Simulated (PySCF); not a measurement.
Two-photon absorption: SMILES Oc1cc[o+]c(B(F)F)c1, [C₅H₄BF₂O₂]+, charge +1

Geometry (Å), atoms numbered from 1 in this order:
```xyz
14

O    -2.4037   -1.1551    0.2205
C    -1.3534   -0.4020    0.1149
C    -1.5214    1.0045    0.0719
C    -0.4110    1.7914   -0.0404
O     0.8076    1.3069   -0.1118
C     1.0249   -0.0026   -0.0769
B     2.5525   -0.4889   -0.1726
F     3.5280    0.3520   -0.2784
F     2.8096   -1.7619   -0.1417
C    -0.0245   -0.8860    0.0356
H    -2.2346   -2.1124    0.2462
H    -2.5132    1.4254    0.1282
H    -0.4476    2.8736   -0.0801
H     0.1860   -1.9454    0.0624
```

Total charge +1.

Level of theory: TDDFT BHandHLYP/def2-SVPD excited states, vertical, gas phase (PySCF 2.14.0). Geometry: GFN2-xTB.

Question: How strongly do the lowest singlets absorb one photon, and two photons of half the energy?

Answer: δ for parallel linear polarisation; σ at the peak of a Lorentzian of half width 0.1 eV, single beam; Ω is circular over linear.
| state | E (eV) | f | photon λ (nm) | δ (au) | σ (GM) | Ω | main |
| --- | --- | --- | --- | --- | --- | --- | --- |
| S1 | 5.56 | 0.150 | 446 | 12.4 | 0.14 | 0.94 | HOMO→LUMO 0.64, HOMO−1→LUMO 0.25 |
| S2 | 5.80 | 0.112 | 427 | 105 | 1.29 | 1.45 | HOMO−1→LUMO 0.59, HOMO→LUMO 0.28 |
| S3 | 6.69 | 0.004 | 371 | <0.1 | 0.00 | – | HOMO−2→LUMO 0.93 |
| S4 | 7.03 | 0.258 | 353 | 3.01 | 0.05 | 0.17 | HOMO−1→LUMO+1 0.63, HOMO→LUMO+1 0.25 |
| S5 | 7.28 | 0.494 | 341 | 87.5 | 1.70 | 0.52 | HOMO→LUMO+1 0.57, HOMO−1→LUMO+1 0.28 |

Among these, the strongest one-photon state is S5, the strongest two-photon state S5.
